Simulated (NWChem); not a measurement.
System meant: MoO₂F₂; SMILES [Mo](=[O])([F])([F])=[O]

Here is an NWChem input.

```
start job
memory heap 200 mb stack 900 mb global 1100 mb
geometry units angstroms noautoz
  Mo     0.000000     0.000000     0.024252
  O      0.000000     1.328484     1.019717
  O      0.000000    -1.328484     1.019717
  F      1.519615     0.000000    -1.006263
  F     -1.519615     0.000000    -1.006263
end
basis spherical
  Mo library def2-svp
  O library def2-svp
  F library def2-svp
end
dft
  xc pbe0
  iterations 150
  mulliken
end
task dft energy
```

End of the output:

```
             Northwest Computational Chemistry Package (NWChem) 7.3.0
             --------------------------------------------------------

 C2V symmetry detected

                             Geometry "geometry" -> ""
                             -------------------------

 Output coordinates in angstroms (scale by  1.889725989 to convert to a.u.)

  No.       Tag          Charge          X              Y              Z
 ---- ---------------- ---------- -------------- -------------- --------------
    1 Mo                  42.0000     0.00000000     0.00000000     0.03449776
    2 O                    8.0000     0.00000000     1.32848400     1.02996276
    3 O                    8.0000     0.00000000    -1.32848400     1.02996276
    4 F                    9.0000     1.51961500     0.00000000    -0.99601724
    5 F                    9.0000    -1.51961500     0.00000000    -0.99601724

 Effective nuclear repulsion energy (a.u.)     512.2402749469

      Symmetry information
      --------------------

 Group name             C2v
 Group number             16
 Group order               4
 No. of unique centers     3

                                 NWChem DFT Module
                                 -----------------

 Summary of "ao basis" -> "ao basis" (spherical)
 ------------------------------------------------------------------------------
       Tag                 Description            Shells   Functions and Types
 ---------------- ------------------------------  ------  ---------------------
 Mo                         def2-svp                11       31   5s3p2d1f
 O                          def2-svp                 6       14   3s2p1d
 F                          def2-svp                 6       14   3s2p1d

      Symmetry analysis of basis
      --------------------------

        a1         34
        a2         11
        b1         21
        b2         21

            General Information
            -------------------
          SCF calculation type: DFT
          Wavefunction type:  closed shell.
          No. of atoms     :     5
          No. of electrons :    76
           Alpha electrons :    38
            Beta electrons :    38
          Charge           :     0
          Spin multiplicity:     1
          Use of symmetry is: on ; symmetry adaption is: on
          Maximum number of iterations: 150
          AO basis - number of functions:    87
                     number of shells:    35
          Convergence on energy requested:  1.00D-06
          Convergence on density requested:  1.00D-05
          Convergence on gradient requested:  5.00D-04

              XC Information
              --------------
                         PBE0 Method XC Functional
                     Hartree-Fock (Exact) Exchange  0.250
          PerdewBurkeErnzerhof Exchange Functional  0.750
            Perdew 1991 LDA Correlation Functional  1.000 local
           PerdewBurkeErnz. Correlation Functional  1.000 non-local

             Grid Information
             ----------------
          Grid used for XC integration:  medium
          Radial quadrature: Mura-Knowles
          Angular quadrature: Lebedev.
          Tag              B.-S. Rad. Rad. Pts. Rad. Cut. Ang. Pts.
          ---              ---------- --------- --------- ---------
          Mo                  1.45      123           8.0       590
          O                   0.60       49           7.0       434
          F                   0.50       49           7.0       434
          Grid pruning is: on
          Number of quadrature shells:   221
          Spatial weights used:  Erf1

      Superposition of Atomic Density Guess
      -------------------------------------

 Sum of atomic energies:       -1132.29416768

      Non-variational initial energy
      ------------------------------

 Total energy =   -1138.864118
 1-e energy   =   -2543.926432
 2-e energy   =     892.822039
 HOMO         =      -1.757680
 LUMO         =      -1.734128

      Symmetry analysis of molecular orbitals - initial
      -------------------------------------------------

  Numbering of irreducible representations:

     1 a1          2 a2          3 b1          4 b2

  Orbital symmetries:

     1 a1          2 b1          3 a1          4 b2          5 a1
     6 a1          7 b2          8 a1          9 b1         10 b2
    11 a1         12 b1         13 a1         14 a2         15 a1
    16 a1         17 b2         18 a1         19 b1         20 b2
    21 a2         22 b1         23 b2         24 a1         25 b1
    26 a1         27 b1         28 a1         29 b2         30 a2
    31 a1         32 b2         33 b1         34 a1         35 b2
    36 a2         37 b1         38 a1         39 b2         40 a1
    41 b1         42 a1         43 a1         44 a2         45 b2
    46 a1         47 b1         48 a1

     ---------------------------------------------
      Total Density - Mulliken Population Analysis
     ---------------------------------------------

    Atom       Charge   Shell Charges
 -----------   ------   -------------------------------------------------------
    1 Mo  42    42.58   2.01  2.06  2.17  0.02  0.00  6.10  5.77 -0.44 10.57 -0.03 14.33
    2 O    8     9.05   1.99  1.14  0.75  3.69  1.35  0.12
    3 O    8     9.05   1.99  1.14  0.75  3.69  1.35  0.12
    4 F    9     7.66   1.99  1.04  0.96  2.33  1.29  0.04
    5 F    9     7.66   1.99  1.04  0.96  2.33  1.29  0.04

   convergence    iter        energy       DeltaE   RMS-Dens  Diis-err
 ---------------- ----- ----------------- --------- --------- ---------
 d= 0,ls=0.0,diis     1  -1179.7096218727 -1.69D+03  1.59D-01  4.82D+01
 d= 0,ls=0.0,diis     2  -1167.0928718626  1.26D+01  1.66D-01  9.97D+01
 d= 0,ls=0.0,diis     3  -1182.6885347086 -1.56D+01  6.76D-02  1.33D+01
 d= 0,ls=0.0,diis     4  -1183.9427900271 -1.25D+00  1.99D-02  2.12D+00
 d= 0,ls=0.0,diis     5  -1184.1208801127 -1.78D-01  6.80D-03  2.00D-01
  Resetting Diis
 d= 0,ls=0.0,diis     6  -1184.1352684743 -1.44D-02  3.86D-03  5.91D-02
 d= 0,ls=0.0,diis     7  -1184.1411555935 -5.89D-03  8.31D-04  9.94D-04
 d= 0,ls=0.0,diis     8  -1184.1410343967  1.21D-04  8.33D-04  2.38D-03
 d= 0,ls=0.0,diis     9  -1184.1412047376 -1.70D-04  3.55D-04  3.74D-04
 d= 0,ls=0.0,diis    10  -1184.1412437160 -3.90D-05  5.39D-05  1.27D-05
 d= 0,ls=0.0,diis    11  -1184.1412448778 -1.16D-06  8.33D-06  7.55D-08
 d= 0,ls=0.0,diis    12  -1184.1412448890 -1.12D-08  2.69D-06  7.87D-09

         Total DFT energy =    -1184.141244889041
      One electron energy =    -2773.823198654258
           Coulomb energy =     1145.404911712358
    Exchange-Corr. energy =      -67.963232894020
 Nuclear repulsion energy =      512.240274946879

 Numeric. integr. density =       75.999985071494

                  Occupations of the irreducible representations
                  ----------------------------------------------

[...]
```

Q: Can this run be used? If not, why, and what is the fix?

A: The run ends normally but its numbers are meaningless: the def2 basis of a heavy element holds valence functions alone and wants its effective core potential (without it all electrons must fit into that basis). This input runs:
```
start job
memory heap 200 mb stack 900 mb global 1100 mb
geometry units angstroms noautoz
  Mo     0.000000     0.000000     0.024252
  O      0.000000     1.328484     1.019717
  O      0.000000    -1.328484     1.019717
  F      1.519615     0.000000    -1.006263
  F     -1.519615     0.000000    -1.006263
end
basis spherical
  Mo library def2-svp
  O library def2-svp
  F library def2-svp
end
ecp
  Mo library def2-ecp
end
dft
  xc pbe0
  iterations 150
  mulliken
end
task dft energy
```
It converges to -417.87545 Ha (PBE0/def2-SVP with def2 effective core potentials on Mo). The faulty run gave -1184.141 Ha, with all electrons squeezed into the valence basis.
